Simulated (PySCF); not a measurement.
# Computed records: CH$_{4}$BN$_{2}$, CH$_{7}$NSi$_{2}$, Al$_{2}$H$_{3}$O, AlBH$_{2}$NO

Computed with PySCF 2.14.0. Calculation on a computer-drawn molecule: optimised geometry and harmonic frequencies of an isolated molecule of the commonest isotopes, restricted reference for singlets and unrestricted otherwise, frozen core in MP2.

```json
{"entry": 1, "formula": "CH4BN2", "start_structure": {"atoms_angstrom": [["N", -3.0396, 2.587, 0.3704], ["B", -2.0542, 1.8594, 0.1064], ["C", -0.9502, 0.8395, -0.0589], ["N", 0.3122, 1.2343, -0.4273], ["H", -3.7737, 3.3037, 0.3309], ["H", -1.1066, -0.1821, -0.012], ["H", 0.5898, 2.2339, -0.2878], ["H", 1.0448, 0.5811, -0.1711]]}, "given": {"charge": 0, "multiplicity": 2, "method": "HF", "basis": "cc-pVDZ", "drawn_bonds_atom": [1, 2, 3, 1, 3, 4, 4], "drawn_bonds_other_atom": [2, 3, 4, 5, 6, 7, 8], "drawn_bonds_order": [2, 1, 1, 1, 1, 1, 1]}, "results": {"optimised_atom_element": ["N", "B", "C", "N", "H", "H", "H", "H"], "optimised_atom_x [angstrom]": [-3.015, -2.09, -0.9474, 0.3261, -3.768, -1.12, 0.5778, 1.059], "optimised_atom_y [angstrom]": [2.642, 1.84, 0.8629, 1.246, 3.267, -0.2043, 2.191, 0.6127], "optimised_atom_z [angstrom]": [0.277, 0.1179, -0.0449, -0.448, 0.3766, -0.001772, -0.235, -0.1913], "modes_frequency [cm^-1]": [204.5, 274.2, 338.4, 445.6, 511.6, 553.0, 592.3, 701.2, 857.4, 1201, 1341, 1534, 1784, 2098, 3347, 3765, 3870, 4101], "modes_reduced_mass [dalton]": [3.582, 1.393, 1.312, 2.344, 1.195, 1.542, 4.039, 1.282, 3.614, 1.141, 2.469, 1.766, 1.138, 8.07, 1.087, 1.049, 1.099, 1.101], "rotational_constants [GHz]": [46.55, 3.991, 3.688], "total_energy [hartree]": -173.7692, "spin_squared": 0.7717, "convergence_status_largest_gradient_component [hartree/bohr]": 2.656e-05}}
{"entry": 2, "formula": "CH7NSi2", "start_structure": {"atoms_angstrom": [["C", 1.0627, -0.8431, -1.988], ["Si", 0.5313, -0.8804, -0.308], ["N", -0.0465, 0.5881, 0.4482], ["Si", -1.1416, 0.8206, 1.7813], ["H", 0.9579, 0.0418, -2.5717], ["H", 1.5229, -1.6794, -2.4264], ["H", 0.4511, -1.8841, 0.673], ["H", 0.0422, 1.4313, -0.1473], ["H", -0.6975, -0.087, 2.8094], ["H", -0.906, 2.1982, 2.201], ["H", -2.5069, 0.5745, 1.3917]]}, "given": {"charge": 0, "multiplicity": 1, "method": "HF", "basis": "cc-pV(D+d)Z", "drawn_bonds_atom": [1, 2, 3, 1, 1, 2, 3, 4, 4, 4], "drawn_bonds_other_atom": [2, 3, 4, 5, 6, 7, 8, 9, 10, 11], "drawn_bonds_order": [2, 1, 1, 1, 1, 1, 1, 1, 1, 1]}, "results": {"optimised_atom_element": ["C", "Si", "N", "Si", "H", "H", "H", "H", "H", "H", "H"], "optimised_atom_x [angstrom]": [1.181, 0.52, -0.3707, -1.104, 1.1, 1.729, 0.6417, -0.4878, -0.8355, -0.5384, -2.566], "optimised_atom_y [angstrom]": [-0.8471, -0.7326, 0.5825, 0.8367, -0.0788, -1.738, -1.787, 1.341, -0.3626, 2.031, 1.036], "optimised_atom_z [angstrom]": [-1.925, -0.3785, 0.2482, 1.806, -2.685, -2.209, 0.635, -0.4046, 2.625, 2.472, 1.679], "modes_frequency [cm^-1]": [66.18, 73.06, 169.8, 292.8, 436.1, 472.7, 615.0, 674.3, 694.3, 777.2, 784.7, 858.9, 951.0, 972.1, 1019, 1045, 1064, 1104, 1321, 1488, 2305, 2320, 2336, 2391, 3295, 3385, 3753], "modes_reduced_mass [dalton]": [2.763, 1.295, 3.016, 3.515, 1.135, 1.489, 2.236, 1.096, 1.192, 1.196, 1.148, 2.086, 1.239, 2.792, 1.051, 1.1, 1.359, 1.904, 1.445, 1.234, 1.051, 1.038, 1.031, 1.042, 1.057, 1.113, 1.074], "rotational_constants [GHz]": [23.49, 1.815, 1.718], "total_energy [hartree]": -674.2607, "convergence_status_largest_gradient_component [hartree/bohr]": 1.796e-05}}
{"entry": 3, "formula": "Al2H3O", "start_structure": {"atoms_angstrom": [["Al", -2.6462, -1.4933, -1.1619], ["O", -1.151, -1.9604, -0.8011], ["Al", 0.4886, -2.4728, -0.4067], ["H", -4.0753, -1.0459, -1.5063], ["H", 1.5916, -1.7145, -1.2035], ["H", 0.5525, -3.5959, 0.6709]]}, "given": {"charge": 1, "multiplicity": 1, "method": "MP2", "basis": "cc-pV(D+d)Z", "drawn_bonds_atom": [1, 2, 1, 3, 3], "drawn_bonds_other_atom": [2, 3, 4, 5, 6], "drawn_bonds_order": [1, 1, 1, 1, 1]}, "results": {"optimised_atom_element": ["Al", "O", "Al", "H", "H", "H"], "optimised_atom_x [angstrom]": [-2.668, -1.15, 0.5205, -4.102, 1.603, 0.5567], "optimised_atom_y [angstrom]": [-1.486, -1.961, -2.483, -1.038, -1.71, -3.605], "optimised_atom_z [angstrom]": [-1.167, -0.8007, -0.399, -1.513, -1.209, 0.6798], "modes_frequency [cm^-1]": [104.4, 127.8, 405.3, 409.3, 476.3, 550.3, 627.5, 774.4, 1100, 2052, 2086, 2128], "modes_reduced_mass [dalton]": [3.829, 5.037, 1.167, 1.197, 10.92, 1.238, 1.171, 1.073, 13.28, 1.018, 1.069, 1.052], "rotational_constants [GHz]": [121.5, 2.806, 2.742], "total_energy [hartree]": -560.5802, "convergence_status_largest_gradient_component [hartree/bohr]": 1.008e-05}}
{"entry": 4, "formula": "AlBH2NO", "start_structure": {"atoms_angstrom": [["N", -1.8965, 1.1971, -0.2161], ["B", -2.8367, 0.3635, -0.7023], ["Al", -3.7538, -0.2764, -2.3906], ["O", -4.5715, -0.8379, -3.6191], ["H", -1.5825, 1.3266, 0.7615], ["H", -1.2769, 1.8167, -0.7727]]}, "given": {"charge": 0, "multiplicity": 2, "method": "HF", "basis": "cc-pV(D+d)Z", "drawn_bonds_atom": [1, 2, 3, 1, 1], "drawn_bonds_other_atom": [2, 3, 4, 5, 6], "drawn_bonds_order": [1, 1, 2, 1, 1]}, "results": {"optimised_atom_element": ["N", "B", "Al", "O", "H", "H"], "optimised_atom_x [angstrom]": [-1.847, -2.823, -3.76, -4.577, -1.618, -1.293], "optimised_atom_y [angstrom]": [1.218, 0.3738, -0.2592, -0.8542, 1.3, 1.811], "optimised_atom_z [angstrom]": [-0.2088, -0.6619, -2.413, -3.622, 0.7635, -0.7973], "modes_frequency [cm^-1]": [119.9, 157.5, 263.1, 447.6, 467.7, 641.5, 995.7, 1192, 1461, 1738, 3768, 3863], "modes_reduced_mass [dalton]": [5.668, 6.298, 6.595, 8.726, 1.522, 1.275, 1.293, 18.16, 3.946, 1.274, 1.05, 1.098], "rotational_constants [GHz]": [120.6, 2.228, 2.187], "total_energy [hartree]": -397.0507, "spin_squared": 0.7692, "convergence_status_largest_gradient_component [hartree/bohr]": 1.283e-05}}
```
